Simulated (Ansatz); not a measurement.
Harmonic frequencies (cm⁻¹) at PBE0-D4/def2-TZVP from Ansatz: 82, 110, 138, 309, 427, 465, 510, 590, 617, 687, 693, 694, 818, 860, 889, 916, 985, 1002, 1392, 2177, 2187, 3106, 3172, 3649.

(1) Which molecule is it?
A. `[SiH3]N[SiH2]Br`
B. `[F][In]1[CH2][SiH2][NH]1`
C. `[BH2][AlH][O][SiH3]`
D. `B[O][AlH][CH3]`

Answers

(1) B.
